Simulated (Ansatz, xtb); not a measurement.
Relative energy of two structures of BBeFH2OSi

Structure a: a singlet given by its coordinates. Structure b: a singlet given by its coordinates. Both are isolated molecules in the gas phase, relaxed with PBE0-D3(BJ)/def2-SVP.

a (Å):

| atom | x (Å) | y (Å) | z (Å) |
| --- | --- | --- | --- |
| B | -0.9526 | -0.1452 | -0.7928 |
| Be | 0.8881 | -0.4584 | 1.0408 |
| F | 1.3734 | -0.6675 | 2.3406 |
| O | -0.2439 | 0.3241 | 0.2572 |
| Si | 0.8643 | -0.8269 | -1.1742 |
| H | 1.4651 | 0.2284 | -2.0827 |
| H | -2.1047 | 0.0875 | -1.0416 |

Close contacts (Å): B1–O4 1.35, B1–Si5 1.98, Be2–F3 1.40, Be2–O4 1.58, Be2–Si5 2.25, B1–H7 1.20, Si5–H6 1.52.

b (Å):

```csv
atom,x (Å),y (Å),z (Å)
B,-0.9095,-0.1532,-0.4685
Be,1.5479,0.9496,-0.6919
F,0.6259,-1.0787,1.8395
O,0.0052,0.8360,-0.4993
Si,0.7476,-1.0654,0.2044
H,2.5568,1.7181,-1.1108
H,-2.0759,-0.0457,-0.7357
```

Close contacts (Å): B1–O4 1.35, B1–Si5 2.01, Be2–O4 1.56, Be2–Si5 2.35, F3–Si5 1.64, B1–H7 1.20, Be2–H6 1.34.

**Question.** Which of the two would you expect CCSD(T)/def2-TZVP electronic energies to favour?

**Answer.** Structure a; the calculation gives E(b) − E(a) = +15.0 kcal/mol.

Level by level:

```tsv
level	geometry	E(b) − E(a) (kcal/mol)	departure from the last row (kcal/mol)	job, with rough time for the two
GFN2-xTB	GFN2-xTB	−11.4	−26.4	optimisation, 0.36 s
HF/STO-3G	GFN2-xTB	+29.8	+14.8	single point, 0.32 s
r2SCAN-D4/def2-SVP	GFN2-xTB	+22.7	+7.7	single point, 2.6 s
PBE0-D3(BJ)/def2-SVP	PBE0-D3(BJ)/def2-SVP	+19.1	+4.1	optimisation, 40 s
HF/def2-TZVP	PBE0-D3(BJ)/def2-SVP	+13.5	−1.5	part of the CCSD(T) run
MP2/def2-TZVP	PBE0-D3(BJ)/def2-SVP	+15.0	0.0	part of the CCSD(T) run
CCSD(T)/def2-TZVP	PBE0-D3(BJ)/def2-SVP	+15.0		single point, 78 s
```

GFN2-xTB puts the two in the other order. The largest departure from CCSD(T)/def2-TZVP is that of GFN2-xTB, 26.4 kcal/mol.

With harmonic frequencies from PBE0-D3(BJ)/def2-SVP (ideal gas, rigid rotor, one conformer each, 600 K, 1 atm): on the last row, ΔE + ΔZPE = +14.3, ΔH = +14.6, ΔG = +13.9 kcal/mol.

The correlated steps freeze 8 core orbitals; the last core shell of Be is correlated, in a basis made for valence electrons. Programs: Ansatz 0.2.0, xtb 6.7.1; the last row on 2 threads of Arm Neoverse V1 on a shared host.
